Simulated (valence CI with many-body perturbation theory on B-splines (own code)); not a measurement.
## Cd¹⁷⁺: electric-dipole lines

Level of theory: configuration interaction combined with many-body perturbation theory (CI+MBPT): three valence electrons over a frozen Dirac-Fock core [Ar] 3d10, radial functions for each j: 11 s, 11 p, 10 d, 8 f, 5 g, 2 h, with the one-electron correlation potential Σ1, the two-electron term Σ2, the three-electron term Σ3, Breit, model QED; selected CI, second order for the rest, scaled by the run's own slope (own B-spline code, finite nucleus).

No measured spectrum was set against this ion. As an estimate, levels hold to about 250 cm⁻¹ or 0.2 % of their energy and the worst to 1 %, as in measured heavy ions of charge 2 to 7; those with d or f electrons hold less well.

Lines 201 to 250 of 557 in falling wavelength, among levels below 1981700 cm⁻¹, chosen from the strongest by gf and those to the six lowest levels. Wavelengths and rates use the calculated energies, so an error of 1000 cm⁻¹ moves a line at 18.43 nm by 0.18 % and its rate by three times that or more. Electric multipoles are in the length gauge with retardation, E1 and E2 with the static RPA response of the core. Weak lines are less certain than strong ones. Lines between different terms over intervals too small for the method are left out, as are lines whose strength nearly cancels. Where a level lies close to another of its J and parity, the split of strength between their lines is uncertain. The highest levels of a list are the least certain.

Names give the largest LS component (configuration and term), which can be under half, so a name can repeat, a term be missing and a line seem to break the LS rules; names also repeat where a configuration has a term twice. Letters in brackets count levels of one name in rising energy.

| λ vac (nm) | Upper | Lower | A (s⁻¹) | S (a.u.) |
| --- | --- | --- | --- | --- |
| 18.43 | 4s.4p.4d 4D°_7/2 | 4s.4p2 2D_5/2 | 9.96e+09 | 2.46e-01 |
| 18.42 | 4p2.4f 2G°_7/2 [b] | 4p2.4d 2G_7/2 | 1.00e+10 | 2.48e-01 |
| 18.41 | 4p.4d2 2F°_7/2 [a] | 4p2.4d 4F_9/2 | 8.31e+09 | 2.05e-01 |
| 18.36 | 4s.4p.4f 4F_9/2 [a] | 4s.4p.4d 4F°_9/2 | 1.55e+10 | 4.73e-01 |
| 18.35 | 4p2.4d 4D_3/2 | 4p3 4S°_3/2 [b] | 2.25e+10 | 2.74e-01 |
| 18.29 | 4s.4p.4d 4F°_7/2 | 4s.4p2 4P_5/2 | 1.26e+10 | 3.05e-01 |
| 18.28 | 4p2.4f 4G°_9/2 [b] | 4p2.4d 2G_9/2 | 1.59e+10 | 4.78e-01 |
| 18.24 | 4s.4p.4d 4F°_5/2 | 4s.4p2 4P_3/2 | 3.35e+09 | 6.03e-02 |
| 18.23 | 4p.4d2 4D°_5/2 [a] | 4p2.4d 4D_5/2 | 1.32e+10 | 2.37e-01 |
| 18.21 | 4s.4d2 2F_7/2 | 4s.4p.4d 2F°_5/2 [b] | 1.03e+10 | 2.45e-01 |
| 18.18 | 4p.4d2 4G°_5/2 [b] | 4p2.4d 2F_5/2 [a] | 1.68e+10 | 2.99e-01 |
| 18.13 | 4s.4d2 2F_7/2 | 4s.4p.4d 2F°_7/2 [b] | 1.40e+10 | 3.29e-01 |
| 18.05 | 4p.4d2 4F°_7/2 [a] | 4p2.4d 4P_5/2 | 2.16e+10 | 5.01e-01 |
| 18.05 | 4p.4d2 4F°_9/2 | 4p2.4d 2G_9/2 | 8.98e+09 | 2.61e-01 |
| 18.02 | 4s.4d2 2P_3/2 | 4s.4p.4d 2D°_5/2 [b] | 5.44e+10 | 6.28e-01 |
| 18.02 | 4s.4p.4f 2D_3/2 [a] | 4s.4p.4d 2P°_3/2 [b] | 1.98e+10 | 2.29e-01 |
| 18.00 | 4s.4p.4f 2D_3/2 [a] | 4s.4p.4d 2D°_3/2 [b] | 3.14e+10 | 3.61e-01 |
| 18.00 | 4p.4d2 2F°_7/2 [a] | 4p2.4d 4F_7/2 | 1.60e+10 | 3.69e-01 |
| 17.99 | 4s.4p.4d 2F°_5/2 [a] | 4s.4p2 2D_3/2 | 4.36e+10 | 7.52e-01 |
| 17.98 | 4p.4d2 4D°_3/2 | 4p2.4d 4D_3/2 | 2.03e+10 | 2.33e-01 |
| 17.98 | 4p.4d2 2P°_1/2 | 4p2.4d 2D_3/2 [a] | 7.98e+10 | 4.58e-01 |
| 17.97 | 4p2.4d 2G_7/2 | 4p3 2D°_5/2 | 1.59e+10 | 3.65e-01 |
| 17.96 | 4s.4p.4f 2G_7/2 [a] | 4s.4p.4d 2F°_5/2 [a] | 1.91e+10 | 4.36e-01 |
| 17.96 | 4p.4d2 4D°_7/2 [a] | 4p2.4d 2G_9/2 | 1.79e+10 | 4.10e-01 |
| 17.93 | 4p2.4d 2D_3/2 [a] | 4p3 2P°_1/2 | 2.59e+10 | 2.95e-01 |
| 17.91 | 4s.4d2 2S_1/2 | 4s.4p.4d 2P°_1/2 [b] | 6.98e+10 | 3.96e-01 |
| 17.89 | 4s.4d2 2P_1/2 | 4s.4p.4d 2P°_3/2 [b] | 5.64e+10 | 3.19e-01 |
| 17.88 | 4s.4d2 2P_1/2 | 4s.4p.4d 2D°_3/2 [b] | 8.66e+10 | 4.89e-01 |
| 17.85 | 4s.4p.4f 4F_7/2 [a] | 4s.4p.4d 4P°_5/2 | 1.08e+10 | 2.42e-01 |
| 17.85 | 4s.4p.4d 2D°_3/2 [a] | 4s.4p2 2D_3/2 | 5.32e+10 | 5.97e-01 |
| 17.85 | 4s.4d2 2P_3/2 | 4s.4p.4d 2P°_3/2 [b] | 9.93e+10 | 1.11e+00 |
| 17.84 | 4s.4p.4d 2P°_1/2 [a] | 4s.4p2 2S_1/2 | 8.73e+10 | 4.89e-01 |
| 17.79 | 4p.4d2 2D°_3/2 [a] | 4p2.4d 2F_5/2 [a] | 2.60e+10 | 2.89e-01 |
| 17.79 | 4s.4p.4d 2D°_5/2 [a] | 4s.4p2 2D_5/2 | 6.90e+10 | 1.15e+00 |
| 17.79 | 4s.4p.4d 4P°_5/2 | 4s.4p2 4P_5/2 | 1.73e+10 | 2.88e-01 |
| 17.78 | 4s.4p.4d 2P°_1/2 [b] | 4s.4p2 2P_3/2 | 3.88e+10 | 2.15e-01 |
| 17.77 | 4p.4d2 4D°_1/2 | 4p2.4d 4D_1/2 | 4.19e+10 | 2.32e-01 |
| 17.76 | 4p.4d2 4D°_7/2 [a] | 4p2.4d 4D_7/2 | 1.24e+10 | 2.73e-01 |
| 17.71 | 4p2.4d 2S_1/2 | 4p3 2P°_3/2 | 7.78e+10 | 4.26e-01 |
| 17.70 | 4p.4d2 4S°_3/2 | 4p2.4d 2F_5/2 [b] | 2.62e+10 | 2.87e-01 |
| 17.68 | 4p2.4f 4F°_7/2 [b] | 4p2.4d 2F_5/2 [b] | 1.46e+10 | 3.19e-01 |
| 17.68 | 4p.4d2 4P°_5/2 | 4p2.4d 4D_7/2 | 2.02e+10 | 3.30e-01 |
| 17.64 | 4s.4p.4d 4P°_1/2 | 4s.4p2 2D_3/2 | 9.98e+08 | 5.41e-03 |
| 17.60 | 4s.4d2 2S_1/2 | 4s.4p.4d 2P°_1/2 [a] | 4.08e+10 | 2.20e-01 |
| 17.58 | 4s.4p.4d 4D°_3/2 | 4s.4p2 4P_5/2 | 3.29e+09 | 3.53e-02 |
| 17.58 | 4s2.4d 2D_3/2 | 4s2.4p 2P°_3/2 | 2.49e+10 | 2.67e-01 |
| 17.57 | 4s.4p.4f 2F_7/2 [a] | 4s.4p.4d 2D°_5/2 [a] | 1.12e+10 | 2.40e-01 |
| 17.56 | 4p2.4f 2G°_7/2 [a] | 4p2.4d 4F_5/2 | 1.10e+10 | 2.34e-01 |
| 17.54 | 4s.4p.4d 4D°_5/2 | 4s.4p2 2D_3/2 | 5.10e+09 | 8.16e-02 |
| 17.54 | 4p.4d2 4P°_1/2 | 4p2.4d 2P_3/2 [a] | 5.02e+10 | 2.68e-01 |
